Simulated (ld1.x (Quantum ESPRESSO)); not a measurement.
## Before and after: TM potential for Au

| Quantity | Value |
| --- | --- |
| Element | Au (Z = 79) |
| Generator | ld1.x (Quantum ESPRESSO) 7.5 |
| Type | norm-conserving Troullier–Martins (Kleinman–Bylander form) |
| Functional | PBEsol |
| Relativity | scalar-relativistic |
| Frozen core | [Xe] |
| Valence charge | 25 |
| Reference configuration | 4f14 5d10 6s1 6p0 |
| Partial waves | 6s (bound): rc 2.50 bohr; 6p (bound, empty): rc 2.60 bohr; 5d (bound): rc 1.40 bohr; 4f (bound): rc 0.65 bohr |
| Local potential | all-electron potential smoothed inside 1.20 bohr (lloc = -1) |
| Core correction | Bessel-smoothed model core inside 0.60 bohr |

All-electron outer shells of the reference configuration (PBEsol, scalar-relativistic, ld1.x):

| shell | level (eV) | outermost node (bohr) | outermost maximum (bohr) |
| --- | --- | --- | --- |
| 5s | -108.44 | 0.48 | 0.84 |
| 4f | -81.19 | – | 0.37 |
| 5p | -59.80 | 0.52 | 0.96 |
| 5d | -6.90 | 0.56 | 1.21 |
| 6s | -5.80 | 1.11 | 2.32 |
| 6p | -0.70 | 1.32 | 3.55 |

Change: type PAW; waves now 6s (bound): rcut 2.15, rcutus 2.50 bohr; 6s channel at 3.2 Ry: rcut 2.15, rcutus 2.50 bohr; 6p (bound): rcut 2.25, rcutus 2.60 bohr; 6p channel at 2.3 Ry: rcut 2.25, rcutus 2.60 bohr; 5d (bound): rcut 1.20, rcutus 1.40 bohr; 5d channel at 1.4 Ry: rcut 1.20, rcutus 1.40 bohr; 4f (bound): rcut 0.55, rcutus 0.65 bohr; 4f channel at -0.95 Ry: rcut 0.55, rcutus 0.65 bohr; local potential all-electron potential smoothed inside 2.40 bohr (lloc = -1); augmentation GAUSS, radius 0.45 bohr.

Cutoffs: the cutoffs (Ry, on a coarse ladder) from which the occupation-weighted sum of valence levels, in a spherical-Bessel basis at the reference potential, stays within 10 and 1 mRy of its value at 400 Ry; they do not see the model core or the augmentation charge, which bear on the density cutoff. Errors are all-electron minus pseudo energies relative to the spin-unpolarised reference configuration.

Task: What does the change do?

Result: The bound ghost in s disappears; the number of tests that count goes from 6 to 7; of the 6 tests that both files solve, the error grows in 1 and shrinks in 4 by more than 15 % and 0.3 meV (median size 21.4 → 6.4 meV); the range in which the p phases agree widens (upper end 1.9 → 4.3); the range in which the f phases agree widens (upper end 1.5 → 4.3). Several settings change at once here, so the effects cannot be laid on one of them.

| quantity | base | changed |
| --- | --- | --- |
| bound ghosts | s | none |
| tests counted (converged, no solver errors) | 6 of 7 | 7 of 7 |
| error for 4f14 5d10 6s0 6p0, meV [ΔE 9.44 eV] | -16 | -0.2 |
| error for 4f14 5d9 6s0 6p0, meV [ΔE 30.68 eV] | -31 | -29 |
| error for 4f14 5d8 6s0 6p0, meV [ΔE 64.58 eV] | -150 | -182 |
| error for 4f14 5d9 6s2 6p0, meV [ΔE 1.67 eV] | -27 | +11 |
| error for 4f14 5d10 6s0.5 6p0, meV [ΔE 3.79 eV] | -4.0 | -0.1 |
| error for 4f14 5d10 6s0 6p1, meV [ΔE 5.34 eV] | -4.7 | +2.0 |
| s: phases at 2.86 bohr within 0.05 rad from the reference energy up to (Ry; the scan ends near 5) | n/a | n/a |
| p: phases at 2.86 bohr within 0.05 rad from the reference energy up to (Ry; the scan ends near 5) | 1.9 | 4.3 |
| d: phases at 2.86 bohr within 0.05 rad from the reference energy up to (Ry; the scan ends near 5) | to the end of the scan | to the end of the scan |
| f: phases at 2.86 bohr within 0.05 rad from the reference energy up to (Ry; the scan ends near 5) | 1.5 | 4.3 |

Base: Tests not counted: 4f13 5d10 6s1 6p0 (solver errors, printed error -5.9 eV). These tests converged, but a pseudo level misses the all-electron one widely, so the file describes the atom poorly there or has found another state: 4f14 5d9 6s0 6p0: empty 6p by 4.3 eV (a node warning on the way); 4f14 5d8 6s0 6p0: empty 6s by 5.9 eV. A true bound ghost makes a file unfit for plane-wave use even where its test errors are small: the radial tests pick states by their node count and pass the ghost by. Where a test does run into it, the solver fails or the error is huge.
